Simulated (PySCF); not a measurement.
# Computed properties of Al(Cl)2(SH) (AlCl2HS), SMILES [SH][Al]([Cl])[Cl]

AlCl2HS, SMILES [Cl][Al]([SH])[Cl]. Geometry optimised at B3LYP-D3(BJ)/def2-SVP. One conformer was computed; it need not be the lowest. All values are computed for the isolated molecule unless a solvent is named; none is compared with measurement here.

**Structure.** The optimised structure has Cs symmetry. All 9 harmonic modes at B3LYP-D3(BJ)/def2-SVP (PySCF) are real, so it is a minimum. With heavy atoms numbered as in [Al:1]([Cl:2])([Cl:3])[SH:4], the shortest bond between them is Al1–Cl2 at 2.092 Å and the longest Al1–S4 at 2.170 Å.

**Vibrations.** The strongest infrared lines (harmonic, unscaled, degenerate partners summed) lie at 606 cm⁻¹ (153 km/mol, Al 63 %, Cl 22 %, S 13 %), 586 cm⁻¹ (89 km/mol, Al 49 %, H 25 %, Cl 21 %), 691 cm⁻¹ (53 km/mol, H 66 %, Al 23 %). The softest mode is at 128 cm⁻¹ and the zero-point energy is 8.1 kcal/mol.

**Electronic structure.** M06-2X/def2-TZVPD (PySCF) places the frontier levels at -9.45 and -0.90 eV, a gap of 8.55 eV, and gives a dipole moment of 1.07 D and a mean polarisability of 72.3 bohr³.

**Excitations.** TDDFT-M06-2X/def2-SVPD (PySCF) has S1 at 5.73 eV (216 nm, f = 0.023, weak); the most intense of the 10 singlets computed lies at 7.30 eV (f = 0.37). T1 (TDA) is at 5.42 eV. No vertical singlet excitation falls in the visible range (under 3.1 eV).

**NMR.** GIAO shifts at PBE0/pcSseg-2 (PySCF) (non-relativistic, atoms alike by connectivity averaged): ¹H at 1.2 ppm against TMS. Without spin–orbit terms, shifts of atoms bonded to Cl or Br come out too high.
